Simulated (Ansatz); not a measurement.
`[BH2][SnH]([OH])[F]` → BH₃ + `[OH][Sn][F]`  (stannylene formation by 1,1-elimination)

Program: Ansatz. Geometries: PBE0-D4/def2-TZVP. ΔE: electronic, gas phase. CBS: MP2 limit from def2 TZ/QZ plus the TZ coupled-cluster correction, frozen cores. This one scheme is used for every species. Functionals use def2-TZVPP. def2 core potentials past Kr. For Sn outer-core shells are correlated without core-valence functions, which leaves a few kJ/mol of doubt a bond. One conformer a species, not always the lowest.

CCSD(T)/CBS gives -0.48 eV.

Task: Another level gave -0.51 eV. Which?
A. r2SCANh/def2-TZVPP
B. PBE-QIDH/def2-TZVPP
C. r2SCAN0/def2-TZVPP
D. RPA@PBE/def2-TZVPP

Result: D. RPA@PBE/def2-TZVPP -0.51, PBE-QIDH -0.36, r2SCANh -0.46, r2SCAN0 -0.41 eV.

Task: What do rigid-rotor, harmonic-oscillator terms from PBE0-D4/def2-TZVP frequencies (298.15 K, 1 bar) make of the CCSD(T)/CBS value? (Estimate.)

Result: Ansatz gave: ΔZPE = -0.02 eV, ΔH = -0.48 eV, ΔS = 124 J/(mol·K), ΔG = -0.87 eV.

Largest T1 diagnostic among the species: 0.018.

Leaving LDA and LC-ωPBE aside and taking each functional with its dispersion term where it has one, the values, not all of them listed here, spread over 0.51 eV, from BLYP-D4 to PBE-QIDH. LDA lies +0.35 eV from PBE without D4. At CCSD(T), def2-SVP lies +0.08 eV from the extrapolated value and def2-TZVPP +0.06 eV.
